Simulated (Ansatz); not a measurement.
Total energies of [NbOCl4]- (NbCl₄O⁻) from Ansatz at PBE0-D4/def2-TZVPD, gas phase (1 Eh = 27.2114 eV = 2625.5 kJ/mol). The reference geometry is relaxed at B3LYP-D4/def2-SVPD.

```
            state                       geometry  energy (Eh)
charge -1 singlet                      reference  -1972.83552
 charge 0 doublet                      reference  -1972.61683
 charge 0 doublet  relaxed at B3LYP-D4/def2-SVPD  -1972.63794
```

In the def2 sets Nb takes a core potential; there is no spin–orbit coupling.

Question: Work out the vertical ionisation energy to the doublet.

Answer: E(charge 0 doublet) − E(charge -1 singlet) = -1972.61683 − (-1972.83552) = 0.21869 Eh = 5.95 eV. For comparison, −ε of the highest occupied level is 4.21 eV at this level, 1.74 eV less.

Question: How much does the charge 0 doublet relax, and what is the adiabatic ionisation energy?

Answer: Relaxation: -1972.61683 − (-1972.63794) = 0.02111 Eh = 0.57 eV. Adiabatic ionisation energy: 0.19758 Eh = 5.38 eV, without zero-point energy. In the charge 0 doublet, Cl5 and Cl6 lie 2.64 Å apart (atoms count from 1), so these atoms are partly bonded to each other.
